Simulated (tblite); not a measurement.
Parent: `[CH3:1][n+:2]1[cH:3][cH:4][n:5]([C:6]([CH3:7])([CH3:8])[CH3:9])[n:10]1` (charge +1), [C7H14N3]+.

Structures optimised with GFN2-xTB, isolated species. One conformer each, not checked by frequencies here.

```tsv
coordinate of the parent	value
C1–N2	1.433 Å
N2–C3	1.348 Å
C3–C4	1.374 Å
C4–N5	1.347 Å
N5–C6	1.470 Å
C6–C7	1.530 Å
C6–C8	1.522 Å
C6–C9	1.528 Å
N5–N10	1.297 Å
N2–N10	1.297 Å
C1–N2–C3	128.2°
C1–N2–N10	120.9°
C3–N2–N10	110.9°
N2–C3–C4	105.3°
C3–C4–N5	105.5°
C4–N5–C6	129.7°
C4–N5–N10	110.8°
C6–N5–N10	119.5°
N5–C6–C7	106.7°
N5–C6–C8	109.7°
N5–C6–C9	107.3°
C7–C6–C8	111.2°
C7–C6–C9	110.8°
C8–C6–C9	111.0°
N2–N10–N5	107.5°
```

Problem. How does the shared frame change in `[CH3:1][CH2:2][n:3]1[cH:4][cH:5][n+:6]([CH3:7])[n:8]1` (charge +1) with C1–C2–N3–C4 -78°, [C5H10N3]+? Atoms pair as C1 = C7, N2 = N6, C3 = C5, C4 = C4, N5 = N3, C6 = C2, C7 = C1, N10 = N8 (parent first).

Solution. 
```
   parent  relative  value in the relative  change
    C1–N2     C7–N6                1.432 Å  -0.001
    N2–C3     N6–C5                1.349 Å  +0.001
    C3–C4     C5–C4                1.374 Å   0.000
    C4–N5     C4–N3                1.349 Å  +0.002
    N5–C6     N3–C2                1.443 Å  -0.027
    C6–C7     C2–C1                1.526 Å  -0.004
   N5–N10     N3–N8                1.297 Å   0.000
   N2–N10     N6–N8                1.298 Å  +0.001
 C1–N2–C3  C7–N6–C5                 128.1°    -0.1
C1–N2–N10  C7–N6–N8                 120.9°     0.0
C3–N2–N10  C5–N6–N8                 110.9°     0.0
 N2–C3–C4  N6–C5–C4                 105.4°    +0.1
 C3–C4–N5  C5–C4–N3                 105.5°     0.0
 C4–N5–C6  C4–N3–C2                 128.0°    -1.7
C4–N5–N10  C4–N3–N8                 110.9°    +0.1
C6–N5–N10  C2–N3–N8                 121.1°    +1.6
 N5–C6–C7  N3–C2–C1                 110.6°    +3.9
N2–N10–N5  N6–N8–N3                 107.3°    -0.2
```

Of the parent's bonds, N5–C6 changes most (-0.027 Å). Point group C1 → C1.

Problem. How does the shared frame change in `[CH3:1][n:2]1[cH:3][cH:4][n+:5]([CH3:6])[n:7]1` (charge +1), [C4H8N3]+? Atoms pair as C1 = C1, N2 = N2, C3 = C3, C4 = C4, N5 = N5, C6 = C6, N10 = N7 (parent first).

Solution. 
```json
{"parent": "C1–N2", "relative": "C1–N2", "value in the relative": "1.432 Å", "change": "-0.001"}
{"parent": "N2–C3", "relative": "N2–C3", "value in the relative": "1.349 Å", "change": "+0.001"}
{"parent": "C3–C4", "relative": "C3–C4", "value in the relative": "1.374 Å", "change": "0.000"}
{"parent": "C4–N5", "relative": "C4–N5", "value in the relative": "1.349 Å", "change": "+0.002"}
{"parent": "N5–C6", "relative": "N5–C6", "value in the relative": "1.432 Å", "change": "-0.038"}
{"parent": "N5–N10", "relative": "N5–N7", "value in the relative": "1.297 Å", "change": "0.000"}
{"parent": "N2–N10", "relative": "N2–N7", "value in the relative": "1.297 Å", "change": "0.000"}
{"parent": "C1–N2–C3", "relative": "C1–N2–C3", "value in the relative": "128.1°", "change": "-0.1"}
{"parent": "C1–N2–N10", "relative": "C1–N2–N7", "value in the relative": "121.0°", "change": "+0.1"}
{"parent": "C3–N2–N10", "relative": "C3–N2–N7", "value in the relative": "110.9°", "change": "0.0"}
{"parent": "N2–C3–C4", "relative": "N2–C3–C4", "value in the relative": "105.4°", "change": "+0.1"}
{"parent": "C3–C4–N5", "relative": "C3–C4–N5", "value in the relative": "105.4°", "change": "-0.1"}
{"parent": "C4–N5–C6", "relative": "C4–N5–C6", "value in the relative": "128.1°", "change": "-1.6"}
{"parent": "C4–N5–N10", "relative": "C4–N5–N7", "value in the relative": "110.9°", "change": "+0.1"}
{"parent": "C6–N5–N10", "relative": "C6–N5–N7", "value in the relative": "121.0°", "change": "+1.5"}
{"parent": "N2–N10–N5", "relative": "N2–N7–N5", "value in the relative": "107.4°", "change": "-0.1"}
```

Of the parent's bonds, N5–C6 changes most (-0.038 Å).

The numbers are calculated, not measured.
